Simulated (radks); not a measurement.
Problem. All-electron atom: neutral phosphorus in [Ne] 3s2 3p3. All-electron calculation, scalar-relativistic Kohn-Sham, LDA (Slater exchange, VWN5 correlation), spin-polarised, spherical densities, point nucleus; open shells are filled with parallel spins first; hard spherical wall at 10 bohr. Program: a radial shooting solver on a logarithmic mesh with Libxc functionals. Some entries of the table are withheld. Estimate them.

orbital,occ.,eigenvalue (hartree),<r> (bohr)
1s up,1,-76.28116,0.1039
1s down,1,-76.26856,0.1039
2s up,1,-6.35335,0.5223
2s down,1,-6.33880,0.5218
2p up,3,-4.56782,0.4867
2p down,3,-4.54966,0.4860
3s up,1,-0.54282,1.887
3s down,1,-0.45267,1.916
3p up,3,-0.23074,2.325
3p down,0,-0.15077,2.489
4s up,0,0.00495,5.315
4s down,0,0.02245,5.530
4p up,0,0.06804,(1)
3d up,0,0.07102,(2)
4p down,0,0.08387,(3)
3d down,0,0.09562,(4)

Solution. 
(1) 4p up <r> (bohr): 5.801
(2) 3d up <r> (bohr): 4.826
(3) 4p down <r> (bohr): 5.889
(4) 3d down <r> (bohr): 5.424
